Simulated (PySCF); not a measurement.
Isomers of C2H2N2. Gas-phase values, no solvent. Strings in code marks are SMILES.

Quantity: vertical ionisation energy (energy after one electron is removed minus that of the parent at the parent's geometry), in eV.

Level 1: B3LYP/6-31G* // B3LYP-D3(BJ)/def2-TZVP (PySCF)
Level 2: PBE/6-31G* // B3LYP-D3(BJ)/def2-TZVP (PySCF)
Level 3: SVWN5/6-31G* // B3LYP-D3(BJ)/def2-TZVP (PySCF)
Level 4: minus the HOMO energy of HF/3-21G // B3LYP-D3(BJ)/def2-TZVP (PySCF)

```
species         level 2  level 3  level 4
--------------  -------  -------  -------
`[H]/N=c1\cn1`     9.46     9.62    10.56
```

Q: What does level 1 give for each?

A: 
- `[H]/N=c1\cn1`: 9.73
